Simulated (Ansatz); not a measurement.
Start from `[GeH3][I]` and change one atom or group to get `[Cl][GeH2][I]`.

Ansatz, PBE0-D4/def2-TZVP geometries, multiplicity 1. 

Elements past krypton have def2 core potentials. Scalar relativity is left out up to krypton.

```
                                      property  `[GeH3][I]`
           LUMO energy (B3LYP/def2-TZVPP) / eV        -1.32
           HOMO energy (B3LYP/def2-TZVPP) / eV        -7.34
         LUMO energy (ωB97M-V/def2-TZVPP) / eV         0.76
size of the dipole moment (PBE/def2-TZVPP) / D         1.48
       HOMO–LUMO gap (ωB97M-V/def2-TZVPP) / eV        10.47
         HOMO–LUMO gap (B3LYP/def2-TZVPP) / eV         6.01
```

(1) What does the change do to each property? (Estimate.)

## Answers

(1) The calculation gave: 
| property | `[Cl][GeH2][I]` | shift |
| --- | --- | --- |
| LUMO energy (B3LYP/def2-TZVPP) / eV | -1.74 | -0.42 |
| HOMO energy (B3LYP/def2-TZVPP) / eV | -7.65 | -0.31 |
| LUMO energy (ωB97M-V/def2-TZVPP) / eV | 0.40 | -0.36 |
| size of the dipole moment (PBE/def2-TZVPP) / D | 1.51 | 0.03 |
| HOMO–LUMO gap (ωB97M-V/def2-TZVPP) / eV | 10.43 | -0.04 |
| HOMO–LUMO gap (B3LYP/def2-TZVPP) / eV | 5.90 | -0.11 |

With PBE0 the HOMO falls by 0.31 eV and the LUMO falls by 0.41 eV, so the gap narrows by about 0.10 eV. PBE moves the HOMO by -0.30 eV and ωB97M-V by -0.33 eV. Dipoles are sizes alone; their direction can turn.

B3LYP here is the variant with VWN-RPA as its local correlation; programs differ in this.

Spin–orbit coupling is left out; it splits and shifts lone-pair levels of the heavy atoms by tenths of an eV.
